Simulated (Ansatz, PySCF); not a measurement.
This Ansatz (a first-principles code) input computes a CCSD(T)/cc-pVDZ energy:

Ansatz 0.2 input:
```yaml
crystal:
  periodic: [false, false, false]
  atoms:
    - {symbol: O, position_ang: [-1.18193909, 0.12419927, 0.04166053]}
    - {symbol: C, position_ang: [0.00451258, -0.48234218, -0.21664706]}
    - {symbol: O, position_ang: [1.07859303, 0.30309383, 0.15369257]}
    - {symbol: H, position_ang: [-1.09182934, 1.06589480, -0.15697551]}
    - {symbol: H, position_ang: [0.00945295, -1.51938819, 0.11899586]}
    - {symbol: H, position_ang: [1.88206938, -0.07079834, -0.22496291]}
basis:
  gaussian:
    orbitals: cc-pVDZ
magnetization: {spin_polarized: true, initial_magnetization: 1}
correlation: {method: ccsd_t, electrons: outside_noble_gas}
```

### Question
Write an input for the same energy in PySCF and say what it gives.

### Answer

```python
from pyscf import gto, scf, mp, cc as ccmod

mol = gto.M(
    atom='''
    O    -1.18193909    0.12419927    0.04166053
    C     0.00451258   -0.48234218   -0.21664706
    O     1.07859303    0.30309383    0.15369257
    H    -1.09182934    1.06589480   -0.15697551
    H     0.00945295   -1.51938819    0.11899586
    H     1.88206938   -0.07079834   -0.22496291
    ''',
    basis='cc-pvdz',
    charge=0,
    spin=1,
    verbose=4,
)

mf = scf.UHF(mol)
mf.conv_tol = 1e-10
mf.max_cycle = 100
mf.kernel()
mo, _, stable, _ = mf.stability(return_status=True)
if not stable:
    mf.kernel(mf.make_rdm1(mo, mf.mo_occ))
mp2 = mp.MP2(mf, frozen=3).run()
cc = ccmod.CCSD(mf, frozen=3)
cc.max_cycle = 100
cc.kernel()
et = cc.ccsd_t()
print(f'E(CCSD(T)) = {cc.e_tot + et:.9f}')
```
It gives -189.82225 Eh, and Ansatz -189.82224 Eh, a difference of 0.01 mEh.

It need not be the lowest isomer of its formula.
